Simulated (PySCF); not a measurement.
SMILES C(#N)[CH2], doublet, PBE0/def2-SVP optimised geometry.

```
5

C     -1.00     0.00     0.00
C      0.38     0.00     0.00
N      1.55     0.00     0.00
H     -1.55    -0.94     0.00
H     -1.55     0.94     0.00
```

Density from unrestricted PBE0/def2-TZVP (PySCF) at that geometry.

Minimum of the electron density along straight lines between bonded atoms, close to the bond critical point (lines longer than 1.1 times the sum of covalent radii, or with two minima, are not listed):

| bond | length / Å | ρ at the minimum / e bohr⁻³ | ∇²ρ there / e bohr⁻⁵ | position (fraction from the first atom) |
|---|---|---|---|---|
| C1–C2 | 1.384 | ? | ? | 0.46 |
| C2–N3 | 1.172 | ? | -0.39 | 0.35 |
| C1–H4 | 1.092 | 0.279 | -0.98 | 0.66 |
| C1–H5 | 1.092 | 0.279 | -0.98 | 0.66 |

**Question.** What belongs in the gaps?

**Answer.** 
- C1–C2, ρ at the minimum / e bohr⁻³: 0.309
- C1–C2, ∇²ρ there / e bohr⁻⁵: -0.91
- C2–N3, ρ at the minimum / e bohr⁻³: 0.477
